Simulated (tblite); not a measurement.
Computed with GFN2-xTB (tblite): harmonic, unscaled wavenumbers at the GFN2-xTB geometry, gas phase. The method is semi-empirical: single wavenumbers can be off by several per cent or more. Modes of hydrogen on phosphorus and silicon can be 10 to 20 % off. One conformer each. Thermal functions are those of the rigid rotor and harmonic oscillator, without mixing of conformers.

**Question.** Order these by their heat capacity Cp at 200 K, highest first (cal/(mol K)).
A. `C#CCP(C)C1CC1`
B. `C1[SiH2][SiH2][C@@H](OC=O)[C@@H]1Cl`
C. `CCN[SiH2]C(C)C`
D. `C=CC1=C(C)PCC1`
E. `COc1pcc[p-]1`

**Answer.** B (31.9), C (30.6), A (29.1), D (26.2), E (21.2).

```
                          SMILES  atoms  mass (u)  symmetry number  modes under 300 cm⁻¹  ZPE (kcal/mol)  S translation (cal/(mol K))  S rotation  S vibration     S    Cp
O=CO[C@@H]1[SiH2][SiH2]C[C@H]1Cl     18    179.98                1                     8            75.0                         39.5        29.5         19.3  88.3  31.9
                  CCN[SiH2]C(C)C     22    117.10                1                     8           120.0                         38.2        27.6         21.5  87.3  30.6
                   C#CCP(C)C1CC1     19    126.06                1                     8            96.4                         38.5        27.9         20.7  87.0  29.1
                  C=CC1=C(C)PCC1     19    126.06                1                     7            97.4                         38.5        27.7         16.5  82.7  26.2
                    COc1pcc[p-]1     12    130.98                1                     4            50.1                         38.6        27.2          9.4  75.1  21.2
```

Entropies and Cp are for 200 K and 1 bar.
